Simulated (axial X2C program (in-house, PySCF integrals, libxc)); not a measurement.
## ZrN: from Re and ωe to a spectrum

A bond curve at the B3LYP level, two-component, was computed with an axial X2C code built on PySCF integrals (basis Zr dyall-cv3z [11s12p9d6f3g], N dyall-av3z [7s7p3d2f] (cores contracted in-house)) for the state Ω = 1/2 (⟨Sz⟩ = 0.50, ⟨Lz⟩ = 0.00 at B3LYP). Its fit gives Re = 1.6871 Å, ωe = 1044.7 cm⁻¹, ωexe = 3.19 cm⁻¹ and αe = 2.102e-03 cm⁻¹; the masses are 89.9047 and 14.0031 u. Two-component means X2C with spin–orbit coupling and atomic mean-field Coulomb and Gaunt terms.

Q: Find the reduced mass, Be and the force constant.

A: From the B3LYP values: μ = 12.1160 u. Be = 16.8576/(μ Re²) = 0.4888 cm⁻¹. k = 5.8918×10⁻⁷ μ ωe² = 7.79 mdyn/Å.

Q: Where do the fundamental and the first overtone lie?

A: ν(1←0) = ωe − 2ωexe = 1038.3 cm⁻¹; ν(2←0) = 2ωe − 6ωexe = 2070.3 cm⁻¹.

Q: A Morse curve ties αe to the other constants (Pekeris). How well does that hold?

A: αe(Morse) = 6Be²/ωe × (√(ωexe/Be) − 1) = 2.133e-03 cm⁻¹; the B3LYP curve gives 2.102e-03 cm⁻¹, a ratio of 1.01.

Q: Estimate the centrifugal constant by the Kratzer relation.

A: D = 4Be³/ωe² = 4.28e-07 cm⁻¹.

Q: The dipole moment p changes by 6.96 D/Å at Re. What harmonic infrared intensity follows?

A: I = 42.256 × (dp/dR)²/μ = 170 km/mol.

One determinant describes the state; a PBE0 search over occupations chose it and may have missed a lower one. Density functionals use the spin component along the axis (collinear).
